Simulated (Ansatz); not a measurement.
Mulliken charges of CH4FInSi, SMILES `F[CH]1[SiH2][InH]1` from PBE/def2-TZVPP in Ansatz (PBE0-D4/def2-TZVP geometry).

```csv
atom,x (Å),y (Å),z (Å),charge (e)
F1,-1.893,-0.754,0.800,-0.183
C2,-0.567,-0.430,0.632,-0.045
Si3,0.048,1.176,-0.130,-0.004
In4,1.107,-1.027,-0.716,0.328
H5,-0.034,-0.612,1.581,0.087
H6,-0.712,1.442,-1.386,-0.044
H7,0.195,2.468,0.608,-0.060
H8,1.947,-2.321,-1.443,-0.078
```

**Question.** By hand: the dipole of these point charges (1 e Å = 4.8032 D).

**Answer.** Σ q r = (0.600, -0.268, -0.135) e Å, of length 0.671 e Å = 3.22 D.

**Question.** How does the dipole of the full density compare? (An estimate is asked.)

**Answer.** The calculation gave: (0.423, -0.135, -0.105) e Å, 2.19 D; the point charges give 1.47 times that, at 6° from its direction.

Point charges leave out the atoms' own dipoles, such as those of lone pairs, and Mulliken's split depends on the basis, so the two needn't agree.
